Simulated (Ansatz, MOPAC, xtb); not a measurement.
Spectroscopic constants of FeO, multiplicity 7 (not the ground state: that is measured with 2S+1 = 5). No spin–orbit coupling. Fe is treated without relativity. The T1 diagnostic near the minimum is 0.060, so single-reference values are doubtful.

Seven points along R, fitted to fifth degree in 1/R; most abundant isotopes. Runs in def2 and cc sets follow the lowest solution found near the PBE0 minimum.

Codes used: Ansatz (a quantum-chemistry and plane-wave program) with Gaussian orbitals; MOPAC for PM6, PM7 (differences of heats of formation); xtb for the GFN methods.  The GFN methods have no spin term and hold the electronic entropy of 300 K.

```tsv
level	r_e (Å)	ω_e (cm⁻¹)	α_e (cm⁻¹)	B_e (cm⁻¹)	dipole (D)
PM6	1.674	717	0.0013	0.484	-
PM7	1.693	1048	0.0025	0.473	-
GFN1-xTB	1.604	855	0.0049	0.527	-
GFN2-xTB	1.588	809	0.0059	0.538	-
SVWN5/def2-TZVPP	1.655	871	0.0039	0.495	1.74
PBE/def2-TZVPP	1.683	816	0.0041	0.478	1.81
r2SCAN/def2-TZVPP	1.668	857	0.0041	0.487	2.16
B97M-V/def2-TZVPP	1.674	833	0.0044	0.484	2.39
B3LYP/def2-TZVPP	1.678	827	0.0043	0.482	2.30
PBE0/def2-TZVPP	1.659	869	0.0042	0.493	2.33
CAM-B3LYP/def2-TZVPP	1.659	872	0.0042	0.493	2.36
wB97X-V/def2-TZVPP	1.652	897	0.0040	0.497	2.25
wB97M-V/def2-TZVPP	1.655	887	0.0041	0.495	2.37
```

The state that PM6, PM7 reach isn't checked; PM7 holds dispersion and hydrogen-bond terms.
